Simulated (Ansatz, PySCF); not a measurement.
Breaking the Al1–H2 bond in AlClH2 (SMILES [AlH2][Cl]) (multiplicity 1 held, fragments rigid). Energies count from the point at 1.569 Å.
Geometry at that point (charge 0, multiplicity 1):
```xyz
4

Al    -0.005    -0.351    -1.014
H     -1.393    -0.455    -1.740
H      1.376    -0.722    -1.661
Cl     0.005     0.338     0.976
```

Restricted levels (R-, RO-) in cc, def2 and unpolarised 6-31G sets keep to the state of the molecule at rest. U- levels take the lowest unrestricted solution at each point, which mixes spins at long bonds. Active spaces are followed from a long bond inwards. Levels need not reach the same state.

Frozen-core correlation. Rows in 6-31G* carry no dispersion term and start afresh at each structure (6-31G* with six Cartesian d functions).

Programs: Ansatz (a program for electronic structure); PySCF for 6-31G* rows. Values without a source in brackets are computed.

Energies in kcal/mol.

| R (Å) | R-PBE/cc-pV(T+d)Z | U-B3LYP/6-31G* | CASSCF(2,2)/cc-pV(T+d)Z | FIC-MRCISD+Q on CASSCF(2,2)/cc-pV(T+d)Z |
|---|---|---|---|---|
| 1.255 | 26.3 | 26.8 | 27.1 | 25.5 |
| 1.412 | 5.6 | 5.6 | 6.0 | 5.0 |
| 1.569 | 0.0 | 0.0 | 0.0 | 0.0 |
| 1.726 | 2.5 | 2.9 | 2.2 | 3.2 |
| 1.883 | 9.2 | 10.2 | 8.7 | 10.7 |
| 2.118 | 22.5 | 24.7 | 21.7 | 25.2 |
| 2.354 | 36.7 | 40.0 | 35.1 | 40.1 |
| 2.746 | 58.1 | 62.9 | 53.9 | 60.9 |
| 3.139 | 74.8 | 75.8 | 66.1 | 74.6 |
| 3.609 | 89.1 | 82.2 | 73.4 | 82.8 |
| 4.237 | 100.6 | 84.8 | 76.4 | 86.3 |
| 5.022 | 107.8 | 85.6 | 77.2 | 87.1 |

Doubts at one or more of the structures used: a restricted determinant that unrestricted orbitals would lower (R-PBE/cc-pV(T+d)Z); a spin-contaminated determinant (U-B3LYP/6-31G*).
